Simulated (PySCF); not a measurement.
Start geometry of `FP(F)P([SiH3])[SiH3]` ((SiH3)2PPF2) from GFN2-xTB (Å):
```
atom  x, y, z in Å
F1    -0.8858    2.7693   -0.3908
P2     0.1036    1.6259   -0.8763
F3     1.4176    2.5142   -0.6245
P4     0.1717    0.4422    0.9322
Si5    1.6667   -0.9527    0.0371
Si6   -1.8084   -0.5351    0.3688
H7     1.3615   -1.2979   -1.3405
H8     1.6615   -2.1291    0.8906
H9     2.9523   -0.2463    0.1325
H10   -1.9019   -1.7230    1.2352
H11   -1.8431   -0.9252   -1.0355
H12   -2.8561    0.4293    0.6623
```

Task: What comes out of this run: PBE0-D3(BJ)/def2-SVP geometry optimisation, gas phase (PySCF 2.14.0)?

Result: 
```
atom  x, y, z in Å
F1    -0.3653    3.3100   -0.1905
P2    -0.1608    1.8858   -0.9146
F3     1.4249    2.0235   -1.2249
P4     0.0148    0.6194    0.9235
Si5    1.5848   -0.7893    0.0885
Si6   -1.7554   -0.7163    0.4398
H7     1.4369   -0.9870   -1.3853
H8     1.3698   -2.0968    0.7783
H9     2.9402   -0.2615    0.4032
H10   -1.8271   -1.7508    1.5113
H11   -1.6317   -1.3867   -0.8918
H12   -2.9911    0.1210    0.4542
```

The energy falls by 0.256 eV over 19 energy and gradient evaluations, the largest force component goes from 0.0210 to 4.0e-04 Eh/bohr, and the atoms move by 0.429 Å rms after alignment. The bond that changes most is P2–P4 (both ends three-coordinate phosphorus), which lengthens by 0.077 Å. Bonds longer at the end by more than 0.005 Å: 10 of 11; shorter: 1. Among the angles that change most is Si5–P4–Si6, from 102.4° to 95.5°. Among the dihedrals that turn most is F3–P2–P4–Si6, from 176° to -140°. Rotational constants go from 1720, 1327, 850.3 to 1813, 1163, 823.9 MHz. The orientation of the end geometry is arbitrary; only internal coordinates are fixed.

The run used 130 basis functions and 128 SCF cycles in all.

Whether it is a minimum is left open (no frequencies). One conformer, not necessarily the lowest.
